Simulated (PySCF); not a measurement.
C9H11 (SMILES [CH2]c1cc(C)cc(C)c1), doublet, geometry from GFN2-xTB; PBE/6-31G in PySCF.

PySCF was given this input:
```python
from pyscf import gto, scf, dft

mol = gto.M(
    atom='''
C    -0.80412395    2.71585000   -0.41231048
C    -0.41682982    1.40780194   -0.21372738
C    -1.37230449    0.38188220    0.02614918
C    -0.98891175   -0.92298193    0.22437767
C    -1.99844611   -2.00381619    0.47498934
C     0.36940873   -1.24764187    0.18941246
C     1.34304935   -0.27308318   -0.04279541
C     2.78974733   -0.66872628   -0.06925365
C     0.95419588    1.03023874   -0.24053226
H    -1.84070378    3.00001091   -0.39174539
H    -0.08100893    3.49038583   -0.59360307
H    -2.41848226    0.65129451    0.04978996
H    -1.94659981   -2.75830983   -0.30927289
H    -3.00641999   -1.59781971    0.49980635
H    -1.79754199   -2.49717479    1.42514243
H     0.67302486   -2.27307563    0.34509009
H     2.96049382   -1.43058128   -0.82884477
H     3.42416026    0.18694282   -0.28561214
H     3.08486095   -1.08605587    0.89291053
H     1.69350582    1.79724251   -0.42151796
''',
    basis='6-31g',
    spin=1,
    verbose=4,
)

mf = dft.UKS(mol)
mf.xc = 'pbe'
mf.kernel()
mf.analyze()
```

Write the output that PySCF gives for this input, abridged.


```
PySCF version 2.14.0

[INPUT] verbose = 4
[INPUT] num. atoms = 20
[INPUT] num. electrons = 65
[INPUT] charge = 0
[INPUT] spin (= nelec alpha-beta = 2S) = 1
[INPUT] symmetry False subgroup None
[INPUT] Mole.unit = angstrom
[INPUT] Symbol           X                Y                Z      unit          X                Y                Z       unit  Magmom
[...]
nuclear repulsion = 411.324292386931
number of shells = 67
number of NR pGTOs = 242
number of NR cGTOs = 103
basis = 6-31g
ecp = {}

******** <class 'pyscf.dft.uks.UKS'> ********
method = UKS
initial guess = minao
damping factor = 0
level_shift factor = 0
DIIS = <class 'pyscf.scf.diis.CDIIS'>
diis_start_cycle = 1
diis_space = 8
diis_damp = 0
SCF conv_tol = 1e-09
SCF conv_tol_grad = None
SCF max_cycles = 50
direct_scf = True
direct_scf_tol = 1e-13
number electrons alpha = 33  beta = 32
XC library pyscf.dft.libxc version 7.1.2
    S. Lehtola, C. Steigemann, M. J. T. Oliveira, and M. A. L. Marques,  SoftwareX 7, 1–5 (2018)
XC functionals = pbe
    J. P. Perdew, K. Burke, and M. Ernzerhof,  Phys. Rev. Lett. 77, 3865 (1996)
    J. P. Perdew, K. Burke, and M. Ernzerhof,  Phys. Rev. Lett. 78, 1396 (1997)
    J. P. Perdew, K. Burke, and M. Ernzerhof,  Phys. Rev. Lett. 77, 3865 (1996)
    J. P. Perdew, K. Burke, and M. Ernzerhof,  Phys. Rev. Lett. 78, 1396 (1997)
radial grids:
    Treutler-Ahlrichs [JCP 102, 346 (1995); DOI:10.1063/1.469408] (M4) radial grids

becke partition: Becke, JCP 88, 2547 (1988); DOI:10.1063/1.454033
pruning grids: <function nwchem_prune>
grids dens level: 3
symmetrized grids: False
atomic radii adjust function: <function treutler_atomic_radii_adjust>
small_rho_cutoff = 0
Set gradient conv threshold to 3.16228e-05
tot grids = 234952
init E= -349.975608469645

cycle= 1 E= -348.89024310474  delta_E= 1.09  |g|= 0.421  |ddm|= 3.14
cycle= 2 E= -348.830572093203  delta_E= 0.0597  |g|= 0.53  |ddm|= 1.29
cycle= 3 E= -348.997217544975  delta_E= -0.167  |g|= 0.0408  |ddm|= 0.809
cycle= 4 E= -348.99762736305  delta_E= -0.00041  |g|= 0.0338  |ddm|= 0.101
cycle= 5 E= -348.998324293117  delta_E= -0.000697  |g|= 0.00906  |ddm|= 0.0454
cycle= 6 E= -348.998361025174  delta_E= -3.67e-05  |g|= 0.00583  |ddm|= 0.0192
cycle= 7 E= -348.998381811466  delta_E= -2.08e-05  |g|= 0.00297  |ddm|= 0.0118
cycle= 8 E= -348.998387699229  delta_E= -5.89e-06  |g|= 0.000716  |ddm|= 0.00515
cycle= 9 E= -348.998388068653  delta_E= -3.69e-07  |g|= 0.000412  |ddm|= 0.00158
[...]
converged SCF energy = -348.998388175916  <S^2> = 0.76411041  2S+1 = 2.014061
Total Energy =                        -348.998388175915920
[...]
spin_pop of  16 H 2s        0.00004
spin_pop of  17 H 1s       -0.00038
spin_pop of  17 H 2s       -0.00000
spin_pop of  18 H 1s       -0.00250
spin_pop of  18 H 2s        0.00004
spin_pop of  19 H 1s       -0.00620
spin_pop of  19 H 2s        0.00003
 ** Mulliken Spin Density (per atom)  **
spin density of  0 C =      0.65333
spin density of  1 C =     -0.09815
spin density of  2 C =      0.19549
spin density of  3 C =     -0.06510
spin density of  4 C =      0.00382
spin density of  5 C =      0.24303
spin density of  6 C =     -0.06510
spin density of  7 C =      0.00382
spin density of  8 C =      0.19548
spin density of  9 H =     -0.01829
spin density of  10 H =     -0.01829
spin density of  11 H =     -0.00617
spin density of  12 H =     -0.00247
spin density of  13 H =     -0.00039
spin density of  14 H =     -0.00231
spin density of  15 H =     -0.00738
spin density of  16 H =     -0.00231
spin density of  17 H =     -0.00039
spin density of  18 H =     -0.00246
spin density of  19 H =     -0.00617
 ** Mulliken pop alpha/beta on meta-lowdin orthogonal AOs **
 ** Mulliken pop       alpha | beta **
In total            33.00000 | 32.00000
 ** Mulliken atomic charges   ( Nelec_alpha | Nelec_beta ) **
charge of  0C =     -0.25380  (     3.45356      2.80024 )
charge of  1C =      0.01756  (     2.94214      3.04029 )
charge of  2C =     -0.13529  (     3.16539      2.96990 )
charge of  3C =      0.02641  (     2.95425      3.01934 )
charge of  4C =     -0.34033  (     3.17208      3.16826 )
charge of  5C =     -0.14219  (     3.19261      2.94958 )
charge of  6C =      0.02641  (     2.95425      3.01934 )
charge of  7C =     -0.34033  (     3.17207      3.16825 )
charge of  8C =     -0.13530  (     3.16539      2.96991 )
charge of  9H =      0.11650  (     0.43260      0.45089 )
charge of  10H =      0.11651  (     0.43260      0.45089 )
charge of  11H =      0.10833  (     0.44275      0.44892 )
charge of  12H =      0.12235  (     0.43759      0.44006 )
charge of  13H =      0.11574  (     0.44194      0.44232 )
charge of  14H =      0.12187  (     0.43791      0.44022 )
charge of  15H =      0.10726  (     0.44268      0.45006 )
charge of  16H =      0.12187  (     0.43791      0.44022 )
charge of  17H =      0.11573  (     0.44194      0.44233 )
charge of  18H =      0.12235  (     0.43759      0.44006 )
charge of  19H =      0.10834  (     0.44275      0.44892 )
Dipole moment(X, Y, Z, Debye):  0.19400, -0.65565,  0.09954
```
